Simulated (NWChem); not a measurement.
System: C4H8O; SMILES C[C@H]1CCO1

Excerpt of the output:

```
             Northwest Computational Chemistry Package (NWChem) 7.3.0
             --------------------------------------------------------

 C1  symmetry detected

                             Geometry "geometry" -> ""
                             -------------------------

 Output coordinates in angstroms (scale by  1.889725989 to convert to a.u.)

  No.       Tag          Charge          X              Y              Z
 ---- ---------------- ---------- -------------- -------------- --------------
    1 C                    6.0000    -0.03321635    -1.81346621    -0.25330239
    2 C                    6.0000     0.02236807    -0.47800253     0.46234354
    3 C                    6.0000     1.08277880     0.55776117     0.02077033
    4 C                    6.0000    -0.12824809     1.47992005    -0.21676656
    5 O                    8.0000    -1.05696966     0.40967368     0.06296635
    6 H                    1.0000    -0.96291289    -2.33977434    -0.00894398
    7 H                    1.0000     0.00521412    -1.67228274    -1.33919931
    8 H                    1.0000     0.80935045    -2.44786107     0.04920760
    9 H                    1.0000     0.00293723    -0.63116876     1.55209039
   10 H                    1.0000     1.79997153     0.87760166     0.78116030
   11 H                    1.0000     1.62158668     0.27562875    -0.88877334
   12 H                    1.0000    -0.25611453     1.87884046    -1.23074385
   13 H                    1.0000    -0.22636979     2.30435179     0.50320186

 Effective nuclear repulsion energy (a.u.)     186.7167804991

                                 NWChem DFT Module
                                 -----------------

 Summary of "ao basis" -> "ao basis" (spherical)
 ------------------------------------------------------------------------------
       Tag                 Description            Shells   Functions and Types
 ---------------- ------------------------------  ------  ---------------------
 C                          def2-svp                 6       14   3s2p1d
 O                          def2-svp                 6       14   3s2p1d
 H                          def2-svp                 3        5   2s1p

            General Information
            -------------------
          SCF calculation type: DFT
          Wavefunction type:  closed shell.
          No. of atoms     :    13
          No. of electrons :    40
           Alpha electrons :    20
            Beta electrons :    20
          Charge           :     0
          Spin multiplicity:     1
          Use of symmetry is: off; symmetry adaption is: off
          Maximum number of iterations: 150
          AO basis - number of functions:   110
                     number of shells:    54
          Convergence on energy requested:  1.00D-06
          Convergence on density requested:  1.00D-05
          Convergence on gradient requested:  5.00D-04

              XC Information
              --------------
                        BHLYP Method XC Functional
                     Hartree-Fock (Exact) Exchange  0.500
                        Slater Exchange Functional  0.500 local
                    Becke 1988 Exchange Functional  0.500 non-local
              Lee-Yang-Parr Correlation Functional  1.000

             Grid Information
             ----------------
          Grid used for XC integration:  medium
          Radial quadrature: Mura-Knowles
          Angular quadrature: Lebedev.
          Tag              B.-S. Rad. Rad. Pts. Rad. Cut. Ang. Pts.
          ---              ---------- --------- --------- ---------
          C                   0.70       49          11.0       434
          O                   0.60       49          10.0       434
          H                   0.35       45          12.0       434
          Grid pruning is: on
          Number of quadrature shells:   605
          Spatial weights used:  Erf1

      Superposition of Atomic Density Guess
      -------------------------------------

 Sum of atomic energies:        -229.18462805

      Non-variational initial energy
      ------------------------------

 Total energy =    -232.462745
 1-e energy   =    -678.902226
 2-e energy   =     259.722700
 HOMO         =      -0.319258
 LUMO         =       0.103386

   convergence    iter        energy       DeltaE   RMS-Dens  Diis-err
 ---------------- ----- ----------------- --------- --------- ---------
 d= 0,ls=0.0,diis     1   -232.0427006880 -4.19D+02  7.96D-03  5.01D-01
 d= 0,ls=0.0,diis     2   -232.0757464411 -3.30D-02  3.85D-03  3.60D-01
 d= 0,ls=0.0,diis     3   -232.1088611638 -3.31D-02  7.88D-04  2.10D-02
 d= 0,ls=0.0,diis     4   -232.1107475483 -1.89D-03  2.73D-04  1.14D-03
 d= 0,ls=0.0,diis     5   -232.1108707241 -1.23D-04  5.51D-05  5.91D-05
  Resetting Diis
 d= 0,ls=0.0,diis     6   -232.1108781197 -7.40D-06  1.48D-05  4.89D-07
 d= 0,ls=0.0,diis     7   -232.1108782185 -9.87D-08  3.37D-06  5.68D-08

         Total DFT energy =     -232.110878218452
      One electron energy =     -683.572847493883
           Coulomb energy =      297.880418021147
    Exchange-Corr. energy =      -33.135229244800
 Nuclear repulsion energy =      186.716780499085

 Numeric. integr. density =       39.999988258602

                       DFT Final Molecular Orbital Analysis
                       ------------------------------------

[...]
```

Level: BHandHLYP/def2-SVP, vertical spin-unrestricted ions. Coordinates come from a B3LYP/6-31G* (spherical d) optimisation.

**Question.** Which NWChem input produces such a log?

**Answer.** One answer among several that fit: the input that was run:
```
start job
memory heap 200 mb stack 900 mb global 1100 mb
geometry units angstroms noautoz
  C     -0.030416    -1.819251    -0.257915
  C      0.001168    -0.475885     0.444276
  C      1.081441     0.551886     0.033227
  C     -0.116349     1.474585    -0.262260
  O     -1.058768     0.410132    -0.007333
  H     -0.970687    -2.340203    -0.044499
  H      0.051223    -1.690542    -1.342973
  H      0.797556    -2.452460     0.084717
  H     -0.061676    -0.616584     1.534065
  H      1.769126     0.878401     0.817659
  H      1.654772     0.257949    -0.851123
  H     -0.202892     1.862286    -1.284921
  H     -0.240145     2.307423     0.443945
end
basis spherical
  * library def2-svp
end
dft
  xc bhlyp
  iterations 150
  vectors input atomic output neutral.movecs
end
task dft energy
charge 1
dft
  odft
  mult 2
  vectors input atomic output cation.movecs
end
task dft energy
```
